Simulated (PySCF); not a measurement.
Compound: C7H12OSSi.
SMILES: `C[Si](C)(C)OC1=CSC=C1`

Computed with PySCF 2.14.0, density-fitted response routines, TDDFT CAM-B3LYP/def2-SVPD, vertical, gas phase, core orbitals frozen in the response. One conformer (not necessarily the lowest) at the PBE0-D3(BJ)/def2-SVP geometry, without solvent, vibrations or thermal averaging. Torsions of this conformer, `[CH3:1][Si:2]([CH3:3])([CH3:4])[O:5][c:6]1[cH:7][cH:8][s:9][cH:10]1`: C1–Si2–O5–C6 -178°, Si2–O5–C6–C7 -5°.

| state | λ (nm) | E (eV) | f | \|μ\| (D) | main configurations (H = HOMO, L = LUMO) |
| --- | --- | --- | --- | --- | --- |
| S1 | 235.6 | 5.26 | 0.105 | 2.30 | H→L (94%) |
| S2 | 217.0 | 5.71 | 0.0016 | 0.27 | H→L+2 (60%), H→L+1 (12%), H→L+3 (8%) |
| S3 | 207.2 | 5.98 | 0.093 | 2.03 | H-1→L (84%) |
| S4 | 203.4 | 6.10 | 0.0052 | 0.47 | H→L+1 (49%), H→L+6 (20%), H→L+2 (18%) |
| S5 | 193.0 | 6.42 | 0.0038 | 0.40 | H-1→L+2 (65%) |
| S6 | 190.9 | 6.50 | 0.0021 | 0.29 | H→L+3 (68%), H→L+6 (14%) |
| S7 | 182.1 | 6.81 | 0.0005 | 0.14 | H→L+6 (33%), H→L+1 (20%), H-1→L+1 (9%) |
| S8 | 181.6 | 6.83 | 0.0001 | 0.06 | H-1→L+1 (34%), H-1→L+3 (21%), H-1→L+2 (10%) |
| S9 | 179.9 | 6.89 | 0.169 | 2.54 | H→L+4 (69%), H→L+11 (8%) |
| S10 | 175.8 | 7.05 | 0.0015 | 0.24 | H→L+5 (47%), H→L+10 (19%), H→L+6 (9%) |

Triplets, Tamm–Dancoff:

| state | E (eV) | λ (nm) | main configurations (H = HOMO, L = LUMO) |
| --- | --- | --- | --- |
| T1 | 3.57 | 347.3 | H→L (79%), H-1→L (13%) |
| T2 | 4.34 | 285.4 | H-1→L (82%), H→L (13%) |
| T3 | 5.46 | 227.2 | H→L+2 (59%), H→L+12 (8%), H→L+1 (8%) |
| T4 | 5.67 | 218.8 | H→L+11 (54%), H→L+4 (22%) |

The lowest singlet lies at 5.26 eV (236 nm, ultraviolet) and is of moderate strength; its leading configuration is HOMO→LUMO (94%). The strongest level in the table is S9 at 6.89 eV (180 nm, f = 0.169). Löwdin shares by element: HOMO carbon 42% or more, oxygen 18%, sulfur 17% (atoms not listed hold the other 24%); LUMO carbon 57% or more, sulfur 22% (atoms not listed hold the other 22%). The listed states span 1.79 eV, and the widest gap between neighbours is 0.45 eV (S1 to S2). Of the 10 states listed, 3 reach f = 0.01 and 1 stays under 0.0005. Orbital energies (eV): HOMO-3 -10.04, HOMO-2 -9.88, HOMO-1 -8.26, HOMO -7.40, LUMO 0.78, LUMO+1 1.02, LUMO+2 1.38. All these states lie below the vertical ionisation energy of 8.03 eV (ΔSCF). Only the lowest 10 singlets were computed, as vertical energies without vibronic structure.
